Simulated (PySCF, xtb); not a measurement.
N-methyl-N-silylmethanamine (C₂H₉NSi), SMILES CN(C)[SiH3].

GFN2-xTB (xtb) at its own geometry gives an orbital gap of 4.94 eV and a dipole moment of 0.96 D.

Coordinates come from a r2SCAN-D4/def2-SVP optimisation.

What does PBE/def2-TZVP run with PySCF give? (An estimate is asked for; the answer gives what the named calculation found.)

gap 4.77 eV (levels -5.08 and -0.31 eV), dipole 0.97 D.
